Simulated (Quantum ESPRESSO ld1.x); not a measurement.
Values are calculated unless marked as measured or tabulated.
How relativity changes the ionisation of the lanthanum ion La53+ ([He] 2s2) to La54+ ([He] 2s1). Spin-unpolarised spherical Kohn-Sham, PBEsol, point nucleus, ld1.x of Quantum ESPRESSO 7.5. A level marked "c x" has the speed of light scaled by that factor.

| level | E(La53+) (hartree) | E(La54+) (hartree) | IE (eV) | HOMO | <r> HOMO (bohr) |
|---|---|---|---|---|---|
| non-rel. | -3970.309 | -3594.398 | 10229.1 | 2s | 0.1081 |
| scalar-rel. | -4166.099 | -3768.405 | 10821.8 | 2s | 0.1018 |
| Dirac | -4166.10 | -3768.40 | 10821.7 | 2s1/2 | 0.1013 |
| Dirac, c x 2 | -4015.89 | -3634.92 | 10366.8 | 2s1/2 | 0.1065 |
| Dirac, c x 3 | -3990.32 | -3612.19 | 10289.5 | 2s1/2 | 0.1074 |
| Dirac, c x 5 | -3977.47 | -3600.76 | 10250.7 | 2s1/2 | 0.1079 |

NIST Atomic Spectra Database: 10789 eV (theoretical). The relativistic part of the total energy of La53+ is -195.8 hartree (Dirac), 4.9 % of the non-relativistic value. Spin polarisation and multiplet splitting of open shells are left out at every level.

Beside tabulated values, note that relativity, absent from the non-relativistic runs, is large for the heavy elements, and spin-unpolarised runs miss the spin-polarisation part of the exchange energy of open shells.
